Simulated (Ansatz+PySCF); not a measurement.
The numbers below are computed, except where a source is named.
A run of Ansatz (development build ahead of 0.2.0) on singlet BeH2 at this shape:

```xyz
3

H     0.0000    0.0000   -2.6782
Be    0.0000    0.0000    0.0000
H     0.0000    0.0000    2.6782
```

Its results:

| Quantity | Value |
| --- | --- |
| Converged | yes |
| Total energy | -15.62692 hartree |
| Spin squared of the determinant | 0.000 |
| Stability test | minimum among restricted orbitals |

Forces (eV/Å):
```
atom     Fx     Fy      Fz
  H1  0.000  0.000   2.054
 Be2  0.000  0.000   0.000
  H3  0.000  0.000  -2.054
```

Problem. Which input gives this output? Name the method, the orbitals and the basis set, and write the input.

Solution. PBE0 (restricted) in cc-pVDZ. An unrestricted run that stays on the closed shell gives the same numbers.

```yaml
crystal:
  periodic: [false, false, false]
  atoms:
    - { symbol: H, position_ang: [0.0, 0.0, -2.67821] }
    - { symbol: Be, position_ang: [0.0, 0.0, 0.0] }
    - { symbol: H, position_ang: [0.0, 0.0, 2.67821] }
basis:
  gaussian: { orbitals: cc-pVDZ }
hamiltonian:
  xc: pbe0
output:
  forces: true
```

Caution: charge can spread falsely over distant fragments; an unrestricted determinant lies well below.
